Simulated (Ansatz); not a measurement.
Program: Ansatz. Geometries: PBE0-D4/def2-TZVP. ΔE: electronic, gas phase. CCSD(T)/CBS adds triple-zeta CCSD(T) − MP2 to the extrapolated MP2 energy (def2 sets, frozen cores). This one scheme is used for every species. DFT in def2-TZVPP. B3LYP here is the variant with VWN-RPA as its local correlation; programs differ in this. HSE06 is defined as in plane-wave codes. def2 core potentials past Kr. For Sn outer-core shells are correlated without core-valence functions, which leaves a few kJ/mol of doubt a bond.

`[CH3][SnH]([SiH3])[Cl]` + H–F → `[F][SnH]([SiH3])[Cl]` + CH₄  (ligand exchange at the Sn–C bond)

`[CH3][SnH]([SiH3])[Cl]`:

```xyz
11

C     1.512    0.194    1.283
Sn    0.463   -0.557   -0.416
Si   -1.790    0.558   -0.922
Cl   -0.085   -2.775    0.153
H     0.860    0.162    2.154
H     1.829    1.223    1.104
H     2.388   -0.429    1.463
H     1.497   -0.704   -1.771
H    -1.572    1.977   -1.311
H    -2.638    0.511    0.296
H    -2.464   -0.160   -2.033
```

H–F:

Cartesian coordinates in Å:
```
F 0.386 -0.202 0.148
H -0.386 0.202 -0.148
```

`[F][SnH]([SiH3])[Cl]`:

```xyz
8

F    -1.991    1.499   -0.035
Sn   -0.395    0.758   -0.808
Si    0.657   -0.734    0.990
Cl   -1.179   -0.601   -2.526
H     0.372    2.088   -1.546
H     1.068    0.117    2.133
H     1.837   -1.406    0.393
H    -0.368   -1.722    1.399
```

CH₄:

Z-matrix (Å, degrees):
```
C
H 1 1.090
H 1 1.090 2 109.5
H 1 1.090 2 109.5 3 -120.0
H 1 1.090 2 109.5 3 120.0
```

```
             level  ΔE (kcal/mol)  difference from CCSD(T)/CBS
       LDA (SPW92)          -17.0                         -0.3
            PBE-D4          -19.0                         -2.3
         revPBE-D4          -18.8                         -2.1
           BLYP-D4          -21.9                         -5.2
         r2SCAN-D4          -20.8                         -4.1
           PBE0-D4          -17.3                         -0.6
        r2SCANh-D4          -19.9                         -3.2
        r2SCAN0-D4          -18.7                         -2.0
          HSE06-D4          -17.3                         -0.6
          BHLYP-D4          -20.0                         -3.3
      CAM-B3LYP-D4          -21.1                         -4.4
           ωB97X-V          -20.1                         -3.4
           ωB97M-V          -19.0                         -2.3
            B2PLYP          -20.2                         -3.5
          PBE-QIDH          -16.5                          0.2
            revPBE          -20.8                         -4.1
              BLYP          -24.0                         -7.3
            r2SCAN          -21.1                         -4.4
              PBE0          -18.3                         -1.6
             B3LYP          -22.2                         -5.5
           r2SCAN0          -19.1                         -2.4
             HSE06          -18.2                         -1.5
             BHLYP          -21.6                         -4.9
         CAM-B3LYP          -22.2                         -5.5
           LC-ωPBE          -19.8                         -3.1
RPA@PBE/def2-TZVPP          -16.4                          0.3
       HF/def2-SVP          -22.4                         -5.7
      MP2/def2-SVP          -20.6                         -3.9
     CCSD/def2-SVP          -20.8                         -4.1
  CCSD(T)/def2-SVP          -20.6                         -3.9
     HF/def2-TZVPP          -22.3                         -5.6
SCS-MP2/def2-TZVPP          -17.0                         -0.3
   CCSD/def2-TZVPP          -16.4                          0.3
CCSD(T)/def2-TZVPP          -16.0                          0.7
     HF/def2-QZVPP          -23.1                         -6.4
    MP2/def2-QZVPP          -15.6                          1.1
SCS-MP2/def2-QZVPP          -17.7                         -1.0
      HF/CBS(def2)          -23.2                         -6.5
     MP2/CBS(def2)          -15.6                          1.1
    CCSD/CBS(def2)          -17.2                         -0.5
       CCSD(T)/CBS          -16.7                            0
```

Largest T1 diagnostic among the species: 0.013.

In def2-TZVPP, CCSD(T) changes the Hartree–Fock value by +6.3 kcal/mol (the triples alone add +0.4 kcal/mol) and MP2 by +7.4 kcal/mol. Leaving LDA and LC-ωPBE aside and taking each functional with its dispersion term where it has one, the values, not all of them listed here, spread over 6.7 kcal/mol, from B97M-V to PBE-QIDH. LDA lies +3.1 kcal/mol from PBE without D4.
